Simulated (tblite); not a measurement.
Species: C4H9NO2Si.
Numbering: `[O:1]=[CH:2][N:3]1[CH2:4][CH2:5][CH2:6][Si@@H:7]1[OH:8]` (hydrogens: H9 on C2; H10, H11 on C4; H12, H13 on C5; H14, H15 on C6; H16 on Si7; H17 on O8)

A start from a force field or distance geometry was refined with GFN2-xTB geometry optimisation, gas phase in tblite. Values at the start:

```csv
coordinate,start
O1=C2,1.278 Å
C2–N3,1.398 Å
C2–H9,1.086 Å
N3–Si7,1.799 Å
C4–C5,1.503 Å
C4–H10,1.141 Å
C4–H11,1.114 Å
C5–C6,1.510 Å
C5–H12,1.107 Å
C5–H13,1.115 Å
C6–Si7,1.893 Å
C6–H14,1.074 Å
C6–H15,1.103 Å
Si7–O8,1.708 Å
Si7–H16,1.461 Å
O8–H17,1.009 Å
O1–C2–N3,117.5°
C2–N3–C4,124.9°
C2–N3–Si7,129.7°
N3–Si7–C6,95.0°
N3–Si7–O8,108.4°
C4–N3–Si7,105.4°
C5–C6–Si7,95.5°
C6–Si7–O8,112.2°
C2–N3–Si7–C6,-178°
N3–C4–C5–C6,-57°
C4–C5–C6–Si7,53°
C5–C6–Si7–O8,80°
```

Question: How do these coordinates change at the GFN2-xTB level?

Answer: 
```json
{"coordinate": "Si7–O8", "GFN2-xTB (Å or °)": "1.619", "change": "-0.089"}
{"coordinate": "O1=C2", "GFN2-xTB (Å or °)": "1.206", "change": "-0.072"}
{"coordinate": "O8–H17", "GFN2-xTB (Å or °)": "0.955", "change": "-0.054"}
{"coordinate": "C2–N3", "GFN2-xTB (Å or °)": "1.345", "change": "-0.053"}
{"coordinate": "N3–Si7", "GFN2-xTB (Å or °)": "1.753", "change": "-0.046"}
{"coordinate": "C4–H10", "GFN2-xTB (Å or °)": "1.095", "change": "-0.046"}
{"coordinate": "C5–C6", "GFN2-xTB (Å or °)": "1.534", "change": "+0.024"}
{"coordinate": "C5–H13", "GFN2-xTB (Å or °)": "1.092", "change": "-0.023"}
{"coordinate": "C4–H11", "GFN2-xTB (Å or °)": "1.092", "change": "-0.022"}
{"coordinate": "C4–C5", "GFN2-xTB (Å or °)": "1.525", "change": "+0.022"}
{"coordinate": "C2–H9", "GFN2-xTB (Å or °)": "1.106", "change": "+0.020"}
{"coordinate": "C5–H12", "GFN2-xTB (Å or °)": "1.090", "change": "-0.017"}
{"coordinate": "C6–H14", "GFN2-xTB (Å or °)": "1.088", "change": "+0.014"}
{"coordinate": "C6–H15", "GFN2-xTB (Å or °)": "1.089", "change": "-0.014"}
{"coordinate": "Si7–H16", "GFN2-xTB (Å or °)": "1.452", "change": "-0.009"}
{"coordinate": "C6–Si7", "GFN2-xTB (Å or °)": "1.902", "change": "+0.009"}
{"coordinate": "C5–C6–Si7", "GFN2-xTB (Å or °)": "104.4", "change": "+8.9"}
{"coordinate": "O1–C2–N3", "GFN2-xTB (Å or °)": "126.2", "change": "+8.7"}
{"coordinate": "C4–N3–Si7", "GFN2-xTB (Å or °)": "113.1", "change": "+7.7"}
{"coordinate": "C6–Si7–O8", "GFN2-xTB (Å or °)": "119.3", "change": "+7.1"}
{"coordinate": "C2–N3–C4", "GFN2-xTB (Å or °)": "119.4", "change": "-5.5"}
{"coordinate": "N3–Si7–O8", "GFN2-xTB (Å or °)": "112.8", "change": "+4.4"}
{"coordinate": "N3–Si7–C6", "GFN2-xTB (Å or °)": "92.0", "change": "-3.0"}
{"coordinate": "C2–N3–Si7", "GFN2-xTB (Å or °)": "127.5", "change": "-2.2"}
{"coordinate": "C5–C6–Si7–O8", "GFN2-xTB (Å or °)": "102", "change": "+22"}
{"coordinate": "C4–C5–C6–Si7", "GFN2-xTB (Å or °)": "35", "change": "-18"}
{"coordinate": "N3–C4–C5–C6", "GFN2-xTB (Å or °)": "-43", "change": "+14"}
{"coordinate": "C2–N3–Si7–C6", "GFN2-xTB (Å or °)": "173", "change": "-9"}
```

The energy falls by 103.6 kJ/mol over 100 L-BFGS steps, the largest force on an atom goes from 5.27 to 0.009 eV/Å, and the atoms move by 0.384 Å rms after alignment. The bond that changes most is Si7–O8 (oxygen-bound silicon to silanol oxygen), which shortens by 0.089 Å. Bonds longer at the end by more than 0.005 Å: 5 of 17; shorter: 11. Among the dihedrals that turn most is H15–C6–Si7–O8, from -170° to -140°. Rotational constants go from 2627, 1405, 1058 to 2398, 1547, 1039 MHz.

On an Intel Xeon at 2.70 GHz with one thread, shared host with 64 logical CPUs at a one-minute load of 51, this took 0.97 s wall.

Its GFN2-xTB frequencies are all real (lowest 60 cm⁻¹). The numbers are those of one conformer. 2 starts were optimised and ended at 0.00 and 0.81 kcal/mol (GFN2-xTB); the lowest of these is shown.

The numbers are calculated, not measured.
